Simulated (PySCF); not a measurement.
Species: C3H9NOSi.
Atom-mapped SMILES: `[NH2:1][Si@H:2]1[CH2:3][CH2:4][CH2:5][O:6]1`

Structure used (GFN2-xTB), in Å, numbered top down from 1:
```xyz
15
C3H9NOSi angstrom
N      2.2858   -0.0959   -0.6262
Si     1.0316   -0.2509    0.5455
C     -0.2553    1.1465    0.4362
C     -1.3301    0.4855   -0.4271
C     -1.3099   -1.0063   -0.0945
O      0.0230   -1.4341    0.0345
H      3.0721    0.4884   -0.3970
H      2.6080   -0.9485   -1.0566
H      1.4460   -0.5472    1.9203
H     -0.6567    1.3826    1.4214
H      0.0875    2.0762   -0.0092
H     -2.3249    0.9039   -0.2679
H     -1.0661    0.6063   -1.4787
H     -1.7837   -1.6077   -0.8754
H     -1.8317   -1.1908    0.8525
```

NICS = −σ at a ghost point: NICS(0) at the centroid of the ring atoms, NICS(1) 1 Å to either side along the normal of their mean plane, zz for the tensor component along that normal. Level: GIAO PBE0/pcSseg-1 (PySCF, non-relativistic, gas phase) on the GFN2-xTB geometry, one conformer.

Ring bond lengths (Å), with Mayer bond orders in brackets: Si2–C3 1.903 (0.88), C3–C4 1.529 (1.02), C4–C5 1.529 (1.03), C5–O6 1.406 (0.89), O6–Si2 1.637 (0.99).

Q: What do the NICS probes read (ppm)?

A: 
| ring | type | NICS(0) | NICS(1), two faces | NICS(1)zz, two faces | rms pucker (Å) | centre to ring atoms, mean (Å) |
| --- | --- | --- | --- | --- | --- | --- |
| Si2–C3–C4–C5–O6 | 5-membered ring with O and Si; formal bonds all single | -5.9 | -3.2 / -3.4 | -4.5 / -3.2 | 0.16 | 1.34 |

Q: What do they say, and how far can they be read as aromaticity?

A: 
- Si2–C3–C4–C5–O6: mean NICS(1)zz -3.9 ppm, shielded. Si2, C3, C4, C5 have four or more neighbours; no verdict on aromaticity is drawn.

Q: Give the inner angles of the rings and the Hirshfeld charges of the ring atoms.

A: 
- Si2–C3–C4–C5–O6: Si2 95.5° (+0.441 e), C3 101.0° (-0.173 e), C4 106.8° (-0.075 e), C5 109.2° (+0.004 e), O6 113.1° (-0.244 e); sum 525.7° against 540° for a flat convex ring.

Q: How shielded are the nuclei of the rings and their hydrogens (means over atoms taken as equivalent)?

A: 
```json
{"atoms": "Si2", "environment": "oxygen-bound silicon", "σ isotropic (ppm)": "344.0", "principal values of the symmetric part, first atom (ppm)": "294.9, 360.2, 376.9"}
{"atoms": "C3", "environment": "sp3 carbon bound to silicon", "σ isotropic (ppm)": "171.2", "principal values of the symmetric part, first atom (ppm)": "163.5, 171.7, 178.3"}
{"atoms": "C4", "environment": "ring CH2 carbon", "σ isotropic (ppm)": "158.6", "principal values of the symmetric part, first atom (ppm)": "139.5, 163.2, 173.2"}
{"atoms": "C5", "environment": "sp3 carbon bound to oxygen", "σ isotropic (ppm)": "115.8", "principal values of the symmetric part, first atom (ppm)": "76.1, 111.6, 159.7"}
{"atoms": "O6", "environment": "silyl ether oxygen", "σ isotropic (ppm)": "285.0", "principal values of the symmetric part, first atom (ppm)": "228.1, 299.9, 327.2"}
{"atoms": "H9", "environment": "Si–H hydrogen", "σ isotropic (ppm)": "26.36", "principal values of the symmetric part, first atom (ppm)": "22.5, 24.0, 32.5"}
{"atoms": "H10", "environment": "methylene hydrogen", "σ isotropic (ppm)": "31.23", "principal values of the symmetric part, first atom (ppm)": "26.6, 28.5, 38.6"}
{"atoms": "H11", "environment": "methylene hydrogen", "σ isotropic (ppm)": "30.92", "principal values of the symmetric part, first atom (ppm)": "27.2, 27.9, 37.7"}
{"atoms": "H12", "environment": "methylene hydrogen", "σ isotropic (ppm)": "29.92", "principal values of the symmetric part, first atom (ppm)": "25.2, 27.4, 37.2"}
{"atoms": "H13", "environment": "methylene hydrogen", "σ isotropic (ppm)": "29.78", "principal values of the symmetric part, first atom (ppm)": "25.5, 27.4, 36.4"}
{"atoms": "H14", "environment": "methylene hydrogen", "σ isotropic (ppm)": "27.32", "principal values of the symmetric part, first atom (ppm)": "22.3, 26.4, 33.3"}
{"atoms": "H15", "environment": "methylene hydrogen", "σ isotropic (ppm)": "27.96", "principal values of the symmetric part, first atom (ppm)": "22.5, 26.6, 34.7"}
```

On one thread of an Arm Neoverse V1, on a shared host, this took 25 s (with the writing of density and orbital grids) and 0.72 GiB of memory at its peak. This is the whole shielding run at PBE0/pcSseg-1, SCF included.
